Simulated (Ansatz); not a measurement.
A nudged elastic band was laid between two geometries of CH3AlS2 (7 atoms, charge 0, multiplicity 1).

The calculation used Ansatz, RKS PBE/STO-3G.

```
movable images  : 7
climbing image  : yes
spring          : 5.0 eV/Å²
optimiser       : quadratic models (default)
start path      : through a guess of the saddle point
force threshold : 0.2 eV/Å
iteration limit : 60
end points      : relaxed
```

Initial state:

```xyz
7
Properties=species:S:1:pos:R:3
Al -0.548 0.904 -0.259
C 0.753 -0.289 0.507
S 1.275 -1.500 -0.776
S -0.721 -1.423 0.014
H -0.379 1.263 -1.714
H -1.515 1.559 0.699
H 1.135 -0.514 1.529
```

Final state:

```xyz
7
Properties=species:S:1:pos:R:3
Al -0.809 0.913 -0.353
C 0.212 -0.650 0.075
S 1.542 -1.604 0.678
S -1.198 -1.296 -0.633
H -0.441 1.631 -1.630
H -1.602 1.531 0.774
H 2.296 -0.524 1.087
```

Task: What changes between the two ends?

Result: Bonds broken: C2–H7, S3–S4. Bonds formed: S3–H7.

Task: Give the energies along the band, and the barrier.

Result: The run converged. The highest image is number 2 of 0 to 8, 4.03 eV above the first end and 4.33 eV above the last; the last end lies 0.31 eV below the first. The threshold of 0.2 eV/Å is loose, so the images may lie well off the minimum-energy path. The profile has 2 maxima (images 2, 6) with wells between them (image 5): this band takes more than one step, which may be the mechanism or a detour left from its start path. Neighbouring images differ by up to 2.8 eV, so the band resolves the path poorly. Another band between the same ends (7 images) ends at a top of the same energy, where a vibrational analysis finds 1 clearly imaginary mode. The orbitals stay closed-shell, which can raise the energy where a bond breaks towards radicals; this wasn't checked here. Limits of this set-up: minimal basis.

| image | path coordinate (Å) | energy (eV) | C2–H7 (Å) | S3–S4 (Å) | S3–H7 (Å) |
| --- | --- | --- | --- | --- | --- |
| 0 | 0.00 | 0.00 | 1.11 | 2.15 | 2.51 |
| 1 | 0.87 | 1.25 | 1.15 | 2.14 | 2.07 |
| 2 | 1.74 | 4.03 | 1.91 | 2.14 | 1.41 |
| 3 | 2.65 | 1.89 | 2.13 | 2.83 | 1.35 |
| 4 | 3.56 | -0.04 | 2.36 | 3.08 | 1.38 |
| 5 | 4.48 | -0.27 | 2.39 | 3.10 | 1.39 |
| 6 | 5.39 | 0.41 | 2.38 | 3.15 | 1.37 |
| 7 | 6.31 | 0.17 | 2.34 | 3.04 | 1.37 |
| 8 | 7.22 | -0.31 | 2.32 | 3.05 | 1.38 |

Task: What is the geometry of the highest image?

Result: 
```xyz
7
Properties=species:S:1:pos:R:3
Al -0.667 1.016 -0.255
C 0.530 0.083 1.035
S 1.304 -1.267 -0.487
S -0.714 -1.281 0.224
H -0.288 1.187 -1.711
H -1.906 1.648 0.343
H 1.740 -1.386 0.852
```

Time of the run: 5.1 min on 1 thread of Arm Neoverse V1 (shared host), peak memory 0.091 GiB.
